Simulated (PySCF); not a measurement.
CH$_{3}$O, doublet, at a GFN2-xTB geometry. Base run: PySCF with HF/6-31G*.

Here is a job for PySCF.
```python
from pyscf import gto, scf

mol = gto.Mole()
mol.atom = '''
    C    -0.634119    0.245346    0.097239
    O     0.590776   -0.335222   -0.063726
    H    -1.457005   -0.424712   -0.044856
    H    -0.748046    1.304954   -0.034532
    H     1.283558    0.329461    0.005765
'''
mol.basis = '6-31g*'
mol.charge = 0
mol.spin = 1
mol.verbose = 4
mol.build()

mf = scf.UHF(mol)
mf.kernel()
```

Each row names what was changed in the base input (with any setting that the change needs).

```
change                                         ΔE vs base (µEh)  fitting functions  dipole (D)
---------------------------------------------  ----------------  -----------------  ----------
base                                                        0.0                  -        1.75
auxbasis = def2-universal-jfit                              933                131        1.75
auxbasis = def2-universal-jkfit                            49.3                206        1.75
auxbasis = autoaux                                          305                248        1.75
auxbasis = def2-tzvp-ri                                    48.8                197        1.75
auxbasis = even-tempered beta=2.0                           121                266        1.75
auxbasis = even-tempered beta=1.6                          96.3                397        1.75
auxbasis = cc-pvtz-ri                                      -1.3                252        1.75
only_dfj = on; auxbasis = def2-universal-jfit              -142                131        1.75
auxbasis = even-tempered beta=3.0                         -88.3                182        1.75
```

A fitting set is made for a task (jfit for Coulomb, jkfit for Coulomb and exchange, ri for correlation) and for a family of orbital bases.

Open shells are given as the SCF converged; they aren't shown to be the lowest states, and a large step between rows can be another state.
